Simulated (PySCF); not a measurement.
# Shapes and spin states of CrSI

These are results of PySCF, B3LYP, basis Cr def2-SVP, S def2-SVP, I def2-SVP with ECP28 (scalar-relativistic core potentials, no spin–orbit coupling, density fitting), not measurements.

Relaxations began from a few typed shapes and spin states; open shells are unrestricted. The search is not exhaustive: other isomers or separated fragments can lie lower, and high-lying points may rest on an excited occupation.

(1) Which is the lowest minimum found?
A. broken-symmetry Ms = 3/2 (⟨S²⟩ 4.47) C∞v: Cr–I 2.565 Å, Cr–S 2.103 Å; I–Cr–S 180.0°
B. broken-symmetry Ms = 1/2 (⟨S²⟩ 1.84) Cs: Cr–I 2.523 Å, Cr–S 2.000 Å; I–Cr–S 137.2°

Results:

(1) A. The others lie at 118.8 (broken-symmetry Ms = 1/2 Cs) kJ/mol above it.

For the lowest minimum: the determinant is spin-contaminated (⟨S²⟩ = 4.47, pure value 3.75). Open d and f shells are described by one determinant, and the ground state may have another occupation or spin. With an element this heavy the missing spin–orbit coupling can shift these numbers.
